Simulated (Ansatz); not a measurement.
`BCCl` + `N=CCl` → `B/N=C\Cl` + `CCl` at 298.15 K and 1 bar (ligand exchange at a B–C bond).

Calculated with Ansatz (gas phase, PBE0-D4/def2-TZVP geometries, no zero-point term in ΔE). CCSD(T)/CBS adds triple-zeta CCSD(T) − MP2 to the extrapolated MP2 energy (def2 sets, frozen cores). This one scheme is used for every species. One conformer a species, not always the lowest.

```json
{"species": "`BCCl`", "CCSD(T)/CBS energy (Eh)": "-525.00385", "H − E (kJ/mol)": "139.3", "S (J/(mol·K))": "279.7"}
{"species": "`N=CCl`", "CCSD(T)/CBS energy (Eh)": "-553.70684", "H − E (kJ/mol)": "94.3", "S (J/(mol·K))": "259.9"}
{"species": "`B/N=C\\Cl`", "CCSD(T)/CBS energy (Eh)": "-579.12291", "H − E (kJ/mol)": "127.9", "S (J/(mol·K))": "295.2"}
{"species": "`CCl`", "CCSD(T)/CBS energy (Eh)": "-499.63220", "H − E (kJ/mol)": "109.7", "S (J/(mol·K))": "234.1"}
```

H − E and S are ideal-gas, rigid-rotor, harmonic terms from PBE0-D4/def2-TZVP, for one conformer and one mirror image of each species. 1 Eh = 2625.50 kJ/mol, R = 8.31446 J/(mol·K).

Q: By hand: ΔE, ΔH, ΔS and ΔG.

A: ΔE = (-579.12291) + (-499.63220) − (-525.00385) − (-553.70684) = -0.04442 Eh = -116.6 kJ/mol. Δ(H − E) = 127.9 + 109.7 − 139.3 − 94.3 = 4.0, so ΔH = -112.6 kJ/mol. ΔS = 295.2 + 234.1 − 279.7 − 259.9 = -10.3 J/(mol·K). ΔG = -112.6 − 298.15 × (-10.3)/1000 = -109.5 kJ/mol.

Q: By hand: the equilibrium constant, and the temperature at which ΔG would vanish if ΔH and ΔS stayed fixed.

A: log₁₀ K = −ΔG/(RT ln 10) = 19.2. ΔG = 0 at ΔH/ΔS = 10932 K, far beyond where these terms or the molecules hold.

The number of gas molecules stays the same, so ΔS is small and ΔH decides. A doubt of 5 kJ/mol in ΔE shifts log₁₀ K by 0.9 here. Other conformers and mirror images would add mixing entropy, several J/(mol·K) or more a flexible species. These are equilibria of isolated gas molecules and say nothing of rates. Largest T1 diagnostic: 0.014 (customary marks: 0.02 for closed shells, 0.045 for open ones).
